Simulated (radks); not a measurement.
Species: Al I. Configuration: [Ne] 3s2 3p1 (the NIST ground configuration). All-electron calculation, Dirac Kohn-Sham, PBE, spin-unpolarised, spherical densities, finite nucleus; open shells are shared between the two j in proportion to 2j + 1; Fermi nuclear charge, rms radius 3.061 fm. Program: a radial shooting solver on a logarithmic mesh with Libxc functionals.

Normalised radial functions P(r) = r R(r) (large component), r in bohr:

r	3p3/2
0.007343	0.0007
0.008345	0.0009
0.009485	0.0012
0.01078	0.0015
0.01225	0.0019
0.01393	0.0024
0.01583	0.0031
0.01799	0.0039
0.02044	0.0050
0.02324	0.0063
0.02641	0.0080
0.03002	0.0101
0.03411	0.0128
0.03877	0.0160
0.04407	0.0200
0.05008	0.0248
0.05692	0.0308
0.0647	0.0379
0.07353	0.0463
0.08357	0.0562
0.09498	0.0678
0.108	0.0810
0.1227	0.0958
0.1395	0.1122
0.1585	0.1296
0.1801	0.1478
0.2047	0.1658
0.2308	0.1818
0.2624	0.1967
0.2982	0.2079
0.3389	0.2137
0.3852	0.2125
0.4378	0.2026
0.4976	0.1826
0.5655	0.1517
0.6427	0.1094
0.7305	0.0560
0.8302	-0.0075
0.9436	-0.0792
1.072	-0.1567
1.219	-0.2369
1.385	-0.3161
1.575	-0.3910
1.79	-0.4577
2.034	-0.5107
2.312	-0.5453
2.627	-0.5578
2.986	-0.5472
3.394	-0.5146
3.857	-0.4640
4.384	-0.4009
4.983	-0.3318
5.663	-0.2624
6.436	-0.1976
7.315	-0.1406
8.314	-0.0939
9.449	-0.0583
10.74	-0.0334
12.21	-0.0175

3p3/2: eigenvalue -2.707 eV, 1 radial node at r = 0.819 bohr, <r> = 3.45 bohr, 90 % of the charge inside 5.52 bohr.
